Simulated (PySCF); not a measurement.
Spectrum to structure. Computed with TDDFT CAM-B3LYP/def2-SVPD, vertical, gas phase, core orbitals frozen in the response in PySCF. Geometries: PBE0-D3(BJ)/def2-SVP, one conformer each.

```tsv
state	E (eV)	f
S1	4.08	0.070
S2	5.45	0.048
S3	5.67	0.025
S4	6.07	0.063
S5	6.44	0.435
S6	6.55	0.181
```

Task: Which candidate is it?
A. `C=C1CCCC1`
B. `BC(=C)OC=C`
C. `C[B@H-]1[PH2+][B@H-](C)[PH2+]1`

Result: B. Its S1, at 4.08 eV, is the lowest among the candidates; the nearest of the others has S1 at 6.14 eV. S1 is HOMO→LUMO (98%). Löwdin shares by element: HOMO carbon 57% or more, oxygen 24% (atoms not listed hold the other 19%); LUMO carbon 40% or more, boron 39%, hydrogen 7% or more. At the same level the other candidates give, for their lowest levels:
- `C[B@H-]1[PH2+][B@H-](C)[PH2+]1`: 6.14 eV (f 0.001); 6.51 eV (f 0.002); 6.69 eV (f 0.001); 6.97 eV (f 0.008); 7.15 eV (f 0.000); T1 5.75 eV; HOMO -8.69, LUMO 0.60 eV
- `C=C1CCCC1`: 6.67 eV (f 0.296); 6.72 eV (f 0.009); 7.46 eV (f 0.008); 7.70 eV (f 0.000); 7.72 eV (f 0.001); T1 4.07 eV; HOMO -8.19, LUMO 1.30 eV

The values belong to the conformer `[BH2:1][C:2](=[CH2:3])[O:4][CH:5]=[CH2:6]`: B1–C2–O4–C5 26°, C2–O4–C5–C6 -171°.
Triplets come from the Tamm–Dancoff approximation.
